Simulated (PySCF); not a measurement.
An unknown shows these calculated signals:

1H NMR (400 MHz, computed): δ 4.78 (m, 1H), 4.56 (m, 1H), 3.99 (m, 1H), 3.92 (m, 1H), 3.74 (m, 1H), 3.73 (m, 1H), 0.82 (m, 1H), 0.70 (m, 1H), 0.46 (d, 3H), 0.28 (m, 1H), 0.26 (m, 1H), -0.18 (m, 1H).

13C{1H} NMR (computed): δ 6.5 (CH2), 5.5 (CH2), -7.3 (CH3), -9.2 (CH).

- shielding tensors at PBE0/pcSseg-1 (GIAO)
- geometry from PBE0-D3(BJ)/def2-SVP
- code: PySCF 2.14.0 with density-fitted response routines
- averaged over atoms made equivalent by symmetry, fast rotation or ring inversion, gas phase, one conformer, non-relativistic

Referencing at the same level of theory: 1H and 13C against TMS.

Which of these does the molecule contain: a benzene ring, an S-methyl group, a Si–H bond, a carboxylic acid, a three-membered ring, a Si–CH3 group?

Results:


- A benzene ring: no.
- An S-methyl group: no.
- A Si–H bond: yes (δH 4.56 (m)).
- A carboxylic acid: no.
- A three-membered ring: yes.
- A Si–CH3 group: yes (δC -7.3; δH 0.46 (d)).

The data belong to `C[Si@@H]1[SiH2][SiH2][Si@H]1C1CC1`, C4H14Si4; they needn't prove each group on their own.

Carbon signals by region: 4 below 50 ppm.

Shifts are as computed. Against solution values, carbons near 30 ppm lie about +2 ppm off and those near 130 ppm about +5 ppm. Of 1309 compounds with measured shifts, 239 miss one by over three times the rms of a fit or turn the order of signals round; such compounds aren't used in these exercises. Multiplicities follow the n + 1 count of equivalent neighbours, as no J values were calculated; m marks all less simple cases, F and P coupling included.
